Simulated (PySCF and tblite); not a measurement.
Results of a calculation; reference values are marked as such.
## Dynamics report: rotation

System: C₅H₃BF₃S (charge +1), numbered as in [F:1][B:2]([F:3])[c:4]1[cH:5][cH:6][cH:7][c:8]([F:9])[s+:10]1.

Motion: rotation about the B2–C4 bond (torsion F1–B2–C4–C5 from 0° to 180°, rising). Geometries: GFN2-xTB; energies: PBE0/pcSseg-1 + D3(BJ), IEF-PCM chloroform; zero-point and thermal terms from GFN2-xTB harmonic modes (soft modes blended into free rotors). Rates follow Eyring's equation with the number of equivalent paths and no tunnelling. (PySCF 2.14 with density fitting, tblite 0.8.)

| point | symmetry | E(GFN2) kcal/mol | E(DFT) kcal/mol | ZPE change kcal/mol | lowest mode cm⁻¹ |
| --- | --- | --- | --- | --- | --- |
| start | Cs | 0.0 | 0.0 | 0.00 | 43 |
| saddle | Cs | 3.1 | 5.4 | -0.07 | 45i |
| end | Cs | 0.0 | 0.0 | 0.00 | 43 |

| Quantity | Value |
| --- | --- |
| Electronic barrier | 5.4 kcal/mol |
| Barrier with zero-point energy | 5.3 kcal/mol |
| ΔH‡ (298 K) | 4.8 kcal/mol |
| ΔS‡ (298 K, symmetry apart) | -3.3 cal/(mol K) |
| Paths | 2 equivalent paths |
| End point | the same structure with atoms interchanged, or its mirror image |
| Mean lifetime of the start against this motion at 298 K | 1.5 ns |
| Cost | 63 s on 1 thread of Arm Neoverse V1, on a host shared with other jobs (rough), peak memory 1 GiB, launched as `OMP_NUM_THREADS=1 python ens_run.py task.json out` |

| T/K | ΔG‡ kcal/mol | k s⁻¹ |
| --- | --- | --- |
| 200 | 5.6 | 6.5×10⁶ |
| 250 | 5.7 | 1.1×10⁸ |
| 298 | 5.8 | 6.8×10⁸ |
| 350 | 6.0 | 2.8×10⁹ |
| 400 | 6.1 | 7.8×10⁹ |

ΔG and ΔG‡ leave out symmetry numbers and mirror images; rates count paths: 2 out.

The ion is treated without a counter-ion.
